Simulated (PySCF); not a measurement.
Below is a simulated gas-phase C 1s photoelectron spectrum of `O=S1(=O)CCCCCC1`.

Every computed line was given a Gaussian of 0.8 eV full width at half maximum and an area set by the number of equivalent atoms; the highest printed point is 100. Computed, not measured: PySCF 2.14.0, delta-SCF UKS SCAN, pcX-2 on the ionised atom, pcseg-1 elsewhere, spin-free X2C.

| binding energy (eV) | intensity |
| --- | --- |
| 289.9 | 0 |
| 290.0 | 0 |
| 290.1 | 1 |
| 290.2 | 2 |
| 290.3 | 4 |
| 290.4 | 8 |
| 290.5 | 14 |
| 290.6 | 23 |
| 290.7 | 36 |
| 290.8 | 52 |
| 290.9 | 68 |
| 291.0 | 84 |
| 291.1 | 95 |
| 291.2 | 100 |
| 291.3 | 98 |
| 291.4 | 88 |
| 291.5 | 73 |
| 291.6 | 57 |
| 291.7 | 40 |
| 291.8 | 26 |
| 291.9 | 16 |
| 292.0 | 9 |
| 292.1 | 5 |
| 292.2 | 2 |
| 292.3 | 1 |
| 292.4 | 0 |
| 292.5 | 0 |

Question: How many maxima does the curve show, and how many computed lines lie under it?

Answer: The curve has 1 maximum (at 291.2 eV). Under it lie 3 lines from 3 inequivalent carbon sites. At this width some lines have no maximum of their own.

Question: Decompose the envelope and assign each component. Numbering: `[O:1]=[S:2]1(=[O:3])[CH2:4][CH2:5][CH2:6][CH2:7][CH2:8][CH2:9]1`.

Answer: 
| position (eV) | relative area | line | atoms | environment |
| --- | --- | --- | --- | --- |
| 291.05 | 2 | C 1s | C6/C7 | ring CH2 carbon |
| 291.27 | 2 | C 1s | C5/C8 | ring CH2 carbon |
| 291.31 | 2 | C 1s | C4/C9 | sp3 carbon bound to sulfur |

The listed C 1s values span 0.26 eV, from C6/C7 (bonded to 2 C and 2 H) to C4/C9 (bonded to S, C and 2 H). The widest gap between neighbouring values is 0.22 eV, between 291.05 and 291.27 eV. Summing the Pauling electronegativity differences to the bonded atoms, each weighted by its formal bond order, gives -0.70 for the lowest site and -0.67 for the highest; no listed site has a larger sum than the highest. The values 291.27 and 291.31 eV lie too close for their order to be trusted.

Shake-up satellites, vibrational structure and lifetime widths aren't simulated. Topologically equivalent atoms share the value of their first member; where this conformer doesn't relate them by symmetry, their own values could differ. Isolated species at its PBE0-D3(BJ)/def2-SVP geometry (one conformer only).

Hardware: an Arm Neoverse V1 with one thread, no GPU, shared host. Cost: 2.5 min wall.
